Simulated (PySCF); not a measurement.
**C6H10O: core ionisation energies**

Species: C6H10O.
Cartesian coordinates in Å at the PBE0-D3(BJ)/def2-SVP level; atoms count from 1:
```xyz
17
C6H10O angstrom
C      2.8352   -0.3304   -0.3963
C      1.5681   -0.6422   -0.1129
C      0.5192    0.4186   -0.0371
O      0.7903    1.5894   -0.1888
C     -0.9035   -0.0538    0.2159
C     -1.4251   -0.7577   -1.0416
C     -1.8013    1.0941    0.6419
H      3.0998    0.7159   -0.5790
H      3.6222   -1.0865   -0.4493
H      1.2687   -1.6781    0.0772
H     -0.8489   -0.8064    1.0247
H     -2.4279   -1.1736   -0.8615
H     -1.4981   -0.0442   -1.8773
H     -0.7707   -1.5833   -1.3607
H     -2.8291    0.7422    0.8162
H     -1.4345    1.5678    1.5639
H     -1.8234    1.8714   -0.1358
```

Method: delta-SCF UKS SCAN, pcX-2 on the ionised atom, pcseg-1 elsewhere, spin-free X2C in PySCF. Binding energies are ΔSCF values: E(core-ionised, relaxed orbitals) − E(ground state) at a fixed geometry, referred to the vacuum level.

Question: Give the core binding energies atom by atom.

Answer: 
```csv
atom(s),bonded to,level,binding energy (eV),above the level's lowest (eV),count
C1,C (double bond) and 2 H,C 1s,290.75,0.00,1
C2,"C (double bond), C and H",C 1s,290.81,+0.06,1
C3,O (double bond) and 2 C,C 1s,292.92,+2.17,1
O4,C (double bond),O 1s,537.16,0.00,1
C5,3 C and H,C 1s,290.79,+0.04,1
C6/C7,C and 3 H,C 1s,290.78,+0.03,2
```

The listed C 1s values span 2.17 eV, from C1 (bonded to C (double bond) and 2 H) to C3 (bonded to O (double bond) and 2 C). The values 290.75, 290.78, 290.79 and 290.81 eV lie too close for their order to be trusted.

Question: Express the binding energy of C 1s of C6/C7 in atomic units and per mole.

Answer: 290.78 eV = 10.6860 Eh = 28056 kJ/mol.

Question: What is the longest wavelength that can ionise C 1s of C6/C7 vertically?

Answer: λ = hc/E = 12398.42 eV Å / 290.78 eV = 42.638 Å.

One atom of each set of topologically equivalent atoms was ionised and stands for the set; in this conformer not all members are related by symmetry, and their own values weren't computed. Geometry: PBE0-D3(BJ)/def2-SVP, one conformer, isolated molecule.

Time: 74 s. Hardware: x86-64 server, one thread (shared host).
